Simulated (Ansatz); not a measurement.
Zn₁₂O₁₂H₃₂, relaxed as a singlet with RKS PBE-D4/def2-SVP in Ansatz, starting from a model built from a lattice or polyhedron. Force threshold 0.03 eV/Å.

Single mean-field runs in def2-SVP are fitted with def2-universal-jkfit. In the singlet geometry the species has come apart into loosely held pieces. In the singlet, H36 and H55 lie 0.78 Å apart, H26 and H42 lie 0.78 Å apart (atoms count from 1), so H2 has formed as a molecule.

Start:

Cartesian coordinates in Å:
```
O 0.449 -3.860 0.466
O -3.917 -0.316 0.490
O -2.056 1.963 1.897
O 2.299 -1.590 1.876
O 1.053 1.314 2.606
O -0.803 -0.935 1.192
O -0.298 -1.788 -1.906
O -1.535 1.129 -1.219
O 1.539 0.460 -0.479
O 2.818 -2.435 -1.220
O 0.318 3.442 0.215
O 0.846 2.598 -2.912
Zn -2.668 -1.705 1.103
Zn 0.457 -2.348 1.801
Zn 0.971 -3.187 -1.309
Zn -0.779 0.563 2.502
Zn -3.369 0.381 -1.311
Zn -1.507 2.629 0.111
Zn 2.309 -0.072 3.183
Zn 2.831 -0.918 0.101
Zn 1.605 1.994 0.810
Zn -0.266 -0.289 -0.597
Zn -0.977 1.811 -2.980
Zn 2.128 1.157 -2.307
H 1.071 -4.571 0.763
H -0.451 -4.220 0.447
H -4.835 -0.668 0.443
H -3.916 0.459 1.167
H -2.029 2.724 2.546
H -2.960 1.597 1.845
H 2.936 -2.278 2.172
H 1.096 2.056 3.259
H -1.184 -2.154 -1.942
H -0.040 -1.441 -2.801
H 3.443 -3.129 -0.946
H 3.089 -2.088 -2.077
H 0.343 4.173 0.854
H 0.577 3.739 -0.685
H 0.855 3.313 -2.242
H 1.086 2.913 -3.778
H -3.055 -2.193 2.516
H -2.623 -2.872 0.072
H 0.057 -2.894 3.182
H 0.953 -4.360 -2.329
H -1.199 0.036 3.886
H -4.362 1.460 -1.739
H -3.401 -0.780 -2.285
H -2.496 3.757 -0.354
H 1.908 -0.598 4.582
H 3.762 0.505 3.278
H 4.269 -0.319 0.181
H 2.993 2.571 0.864
H -1.004 0.630 -3.973
H -1.973 2.898 -3.455
H 2.086 -0.014 -3.318
H 3.555 1.749 -2.243
```

Question: Estimate the energy that the relaxation releases and the steps that it takes.

Answer: 1650.5 kJ/mol, in 57 steps; 5.7 min on 4 threads of AMD EPYC 7R13 on a shared host and a share (37 GiB) of an NVIDIA H100 80GB HBM3. No frequencies were taken in this run, so the end may be a saddle point.

Question: Does the start keep its bonding?

Answer: Bonds lost: O1–H26, O3–Zn16, O3–Zn18, O5–Zn19, O10–H36, O11–Zn18, O11–Zn21, Zn13–H42 (atoms count from 1). Bonds formed: Zn16–H49, Zn18–H46, Zn18–H54, Zn21–H50 (atoms count from 1). Metal–metal contacts that move far: Zn17–Zn18 3.25 to 2.60 Å, Zn18–Zn23 3.24 to 2.62 Å, Zn16–Zn19 3.23 to 2.62 Å, Zn19–Zn21 3.22 to 2.63 Å. The end holds 4 separate pieces.

Question: Predict the relaxed structure.

Answer: 
```xyz
56

O     0.2583   -3.7185    0.2516
O    -3.3271   -0.2160    0.9041
O    -2.5100    1.8545    1.9600
O     2.4077   -1.8414    1.8376
O     0.1584    1.7158    2.1508
O    -0.4903   -1.1397    1.5918
O    -0.3666   -1.6243   -1.7369
O    -1.2273    0.9738   -0.9242
O     1.8640    0.3632   -0.0899
O     2.4965   -2.2844   -1.3665
O     0.4144    4.1406   -0.8741
O     1.0841    2.3686   -2.4130
Zn   -2.2650   -1.8502    1.8590
Zn    0.5610   -2.8834    2.0075
Zn    0.8939   -3.4465   -1.6158
Zn   -0.4797    0.0398    3.2252
Zn   -3.0175    0.0989   -1.2112
Zn   -2.4124    2.6221   -1.3593
Zn    2.0997   -0.1535    2.8118
Zn    3.2861   -1.1535    0.0454
Zn    1.9656    1.9095    1.1805
Zn   -0.0057   -0.2302   -0.0798
Zn   -0.7236    1.3032   -2.8594
Zn    2.7151    1.2452   -1.5925
H     0.0446   -4.6616    0.3712
H    -1.8090   -3.3125   -0.0132
H    -4.2759   -0.2964    1.1286
H    -2.9785    0.7360    1.3429
H    -1.5389    1.9453    1.7072
H    -2.4166    1.5112    2.8900
H     3.0737   -2.4012    2.2843
H     0.2020    2.4488    2.7987
H    -1.3695   -1.7093   -1.7378
H    -0.2424   -1.0089   -2.5446
H     3.2143   -2.6457   -1.9186
H     2.3246   -0.7834   -2.8389
H    -0.5738    4.0532   -0.6697
H     0.9374    3.8975   -0.0588
H     0.7585    3.2104   -1.7138
H     1.4499    2.8132   -3.2043
H    -3.2575   -2.7626    2.6076
H    -2.5567   -3.1173   -0.1290
H     0.4391   -3.5630    3.4182
H     0.7299   -4.4872   -2.7727
H    -1.8285    0.3052    4.0293
H    -3.8462    1.6099   -1.3852
H    -3.0360   -1.3368   -1.8930
H    -2.1184    3.9616   -0.5480
H     1.0276   -0.3268    4.0549
H     2.9914    1.1730    2.4789
H     4.8078   -0.8288    0.2540
H     2.2827    3.3928    0.7198
H    -0.2878    0.0052   -3.6810
H    -1.8097    2.5874   -3.0651
H     2.2443   -0.2178   -3.3717
H     4.0379    1.7151   -2.2426
```
Bond lengths (bridged metal pairs left out): 27 × O–Zn 1.91 to 2.22 Å; 18 × H–Zn 1.54 to 1.81 Å; 14 × H–O 0.97 to 1.14 Å.
